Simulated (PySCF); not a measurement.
CdS, SMILES [S]=[Cd]. Atoms are numbered in the order given.

```xyz
2

Cd     0.0000     0.0000    -0.5677
S      0.0000     0.0000     1.7031
```
Charge 0, spin multiplicity 1.

Coordinates come from a B3LYP-D3(BJ)/def2-TZVPD optimisation. The def2 effective core potentials stand for the cores of Cd; spin–orbit coupling is left out.

All values below come from PBE/def2-TZVPD (PySCF).

Gas-phase values at a fixed geometry.

Computed frontier levels, gap, dipole moment and polarisability:
```yaml
highest_occupied_level: -5.27 eV
lowest_empty_level: -4.95 eV
orbital_gap: 0.32 eV
dipole_moment: 5.54 D
quadrupole, principal values (traceless, Buckingham form, about the centre of nuclear charge): -0.84, -0.84, 1.68 D·Å
mean_static_polarisability: 67.0 bohr³ (9.93 Å³)
polarisability_principal_values: 54.4, 54.4, 92.2 bohr³
```
